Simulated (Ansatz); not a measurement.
C2H8OSSi can be A, `OCC[SiH2]S`, or B, `C[SiH](O)CS`.

Calculated with Ansatz (gas phase, PBE0-D4/def2-TZVP geometries, no zero-point term in ΔE). CCSD(T)/CBS adds triple-zeta CCSD(T) − MP2 to the extrapolated MP2 energy (def2 sets, frozen cores). DFT in def2-TZVPP. B3LYP here is the variant with VWN-RPA as its local correlation; programs differ in this. One conformer a species, not always the lowest.

Q: Which isomer does CCSD(T)/CBS put lower? Give the gap. (Best estimate.)

A: Ansatz gave: B, by 116.2 kJ/mol.

Q: Give E(B) − E(A) in kJ/mol with ωB97M-V, r2SCAN-D4, PBE-D4, CCSD/def2-TZVPP, B3LYP-D4, MP2/def2-TZVPP, CCSD(T)/def2-TZVPP. (An estimate is asked.)

A: Computed: ωB97M-V -114.6, r2SCAN-D4 -115.2, PBE-D4 -106.2, CCSD/def2-TZVPP -112.4, B3LYP-D4 -113.6, MP2/def2-TZVPP -118.5, CCSD(T)/def2-TZVPP -112.5. None reverses the order clearly.

Largest T1 diagnostic: 0.011.
